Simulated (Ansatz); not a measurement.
`N[SiH]([AlH2])[SiH3]` + `B[O][AlH][OH]` → `BO[SiH](N)[SiH3]` + `[OH][AlH][AlH2]`  (redistribution)

Calculated with Ansatz (gas phase, PBE0-D4/def2-TZVP geometries, no zero-point term in ΔE). CCSD(T)/CBS adds triple-zeta CCSD(T) − MP2 to the extrapolated MP2 energy (def2 sets, frozen cores). Functionals use def2-TZVPP. B3LYP here is the variant with VWN-RPA as its local correlation; programs differ in this. Each species was taken in one conformer, which may not be the lowest.

| level | ΔE (kJ/mol) | difference from CCSD(T)/CBS |
| --- | --- | --- |
| PBE-D4 | 35.4 | 3.8 |
| r2SCAN-D4 | 40.0 | 8.4 |
| PBE0-D4 | 33.4 | 1.8 |
| B3LYP-D4 | 35.7 | 4.1 |
| ωB97X-V | 29.1 | -2.5 |
| ωB97M-V | 34.3 | 2.7 |
| B2PLYP | 35.8 | 4.2 |
| PBE | 36.5 | 4.9 |
| r2SCAN | 40.3 | 8.7 |
| PBE0 | 34.2 | 2.6 |
| B3LYP | 37.3 | 5.7 |
| HF/def2-TZVPP | 27.4 | -4.2 |
| MP2/def2-TZVPP | 35.0 | 3.4 |
| SCS-MP2/def2-TZVPP | 32.2 | 0.6 |
| CCSD/def2-TZVPP | 30.2 | -1.4 |
| CCSD(T)/def2-TZVPP | 30.8 | -0.8 |
| HF/def2-QZVPP | 27.3 | -4.3 |
| MP2/def2-QZVPP | 35.5 | 3.9 |
| SCS-MP2/def2-QZVPP | 32.8 | 1.2 |
| HF/CBS(def2) | 27.3 | -4.3 |
| MP2/CBS(def2) | 35.8 | 4.2 |
| CCSD/CBS(def2) | 31.0 | -0.6 |
| CCSD(T)/CBS | 31.6 | 0 |

Largest T1 diagnostic among the species: 0.014.

In def2-TZVPP, CCSD(T) changes the Hartree–Fock value by +3.4 kJ/mol (the triples alone add +0.5 kJ/mol) and MP2 by +7.7 kJ/mol.
